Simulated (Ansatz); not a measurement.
Geometry optimisation, RKS PBE/6-31G* (Ansatz).

The input (input.yaml):

```yaml
crystal:
  periodic: [false, false, false]
  atoms:
    - { symbol: B, position_ang: [0.017772, 0.504137, -0.4449] }
    - { symbol: F, position_ang: [0.030916, 0.079122, 2.04597] }
    - { symbol: "N", position_ang: [1.273795, 0.090484, -0.885254] }
    - { symbol: H, position_ang: [1.442541, -0.821, -1.306663] }
    - { symbol: H, position_ang: [2.115736, 0.633124, -0.710627] }
    - { symbol: Cl, position_ang: [-1.435929, -0.470318, -0.78929] }
    - { symbol: H, position_ang: [-0.131086, 1.596537, 0.022887] }
    - { symbol: H, position_ang: [-0.312944, 0.894213, 1.737077] }
basis:
  gaussian: { orbitals: "6-31G*" }
hamiltonian:
  xc: pbe
relax:
  f_tol: 0.03
  max_steps: 50
```

Command:

```bash
$ ansatz run input.yaml --threads 1 --pin off --max-ram 2048MiB --backend cpu --events-out ev --progress --plain --runs-dir out
```

Problem. Where does it end, and by what steps?

Solution. It converged. After 16 steps the energy has fallen by 0.117 eV; H8 moved furthest, 0.94 Å.

```tsv
step	energy less start (eV)	largest force component (eV/Å)	accepted
0	0.0000	0.464	yes
1	-0.0282	0.222	yes
2	-0.0289	0.467	yes
3	-0.0301	0.370	yes
4	-0.0328	0.237	yes
5	-0.0367	0.074	yes
6	-0.0400	0.670	yes
7	-0.0152	1.859	no
8	-0.0577	0.216	yes
9	-0.0693	0.241	yes
10	-0.0793	0.933	yes
11	-0.0985	0.289	yes
12	-0.0371	1.974	no
13	-0.1103	0.143	yes
14	-0.1130	0.062	yes
15	-0.1131	0.232	yes
16	-0.1168	0.010	yes
```

```xyz
8
Properties=species:S:1:pos:R:3
B 0.134 0.708 -0.533
F 0.028 0.379 2.260
N 1.306 0.087 -0.951
H 1.382 -0.911 -1.142
H 2.188 0.593 -1.004
Cl -1.379 -0.279 -0.441
H 0.065 1.881 -0.304
H -0.723 0.048 1.784
```

Time of the run: 39 s on 1 thread of Arm Neoverse V1 (shared host), peak memory 0.15 GiB.
